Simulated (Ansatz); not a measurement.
Cartesian coordinates (Å):
SMILES: C=CCO
```xyz
10

C     -1.5051    -0.3032    -0.2422
C     -0.3811    -0.2724     0.4599
C      0.9767    -0.1287    -0.1420
O      1.6719     0.9921     0.3714
H     -1.4931    -0.2359    -1.3263
H     -2.4741    -0.4056     0.2325
H     -0.4114    -0.3331     1.5458
H      1.5969    -0.9941     0.1097
H      0.8974    -0.0865    -1.2369
H      1.1219     1.7673     0.2282
```
Charge 0, multiplicity 1.

Method: Ansatz (a first-principles code) with frozen-core CCSD(T)/cc-pVTZ // PBE0-D4/def2-TZVP.

```
Item                           Result
----------------------  -------------
HF energy               -191.99791 Ha
MP2 correlation energy    -0.74117 Ha
```

Question: Estimate the CCSD correlation energy, the (T) correction, the total energy and the T1 diagnostic.

Answer: 
- CCSD correlation energy = -0.77284 Ha
- (T) correction = -0.03139 Ha
- CCSD(T) total energy = -192.80214 Ha
- T1 diagnostic = 0.010
